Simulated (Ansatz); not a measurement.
```xyz
14

C     1.350   -1.900   -1.472
Al    0.280   -0.621   -0.457
C     0.391    0.226    1.331
C    -0.488    1.467    1.010
Si   -1.620    0.893   -0.431
H     2.375   -1.975   -1.098
H     0.902   -2.898   -1.400
H     1.387   -1.647   -2.535
H    -0.139   -0.430    2.035
H     1.346    0.472    1.804
H     0.138    2.278    0.622
H    -1.018    1.866    1.881
H    -2.889    0.305    0.100
H    -2.015    1.965   -1.392
```

The species carries charge 0 and has multiplicity 1.

(1) List the r2SCAN/def2-TZVPP orbital energies in eV (Ansatz 0.2.0). (Estimate.)

Results:

(1) The calculation gave: Occupied: -1790.14, -1516.60, -272.72, -272.43, -272.36, -140.64, -110.12, -95.50, -95.49, -95.47, -70.48, -70.25, -70.18, -19.27, -17.73, -15.31, -12.71, -10.98, -10.55, -10.07, -10.05, -8.90, -8.66, -8.02, -7.44, -6.08, -5.69. Lowest empty: -1.87, -0.30, 0.41, 0.69, 1.39, 1.65, 2.18, 2.46.
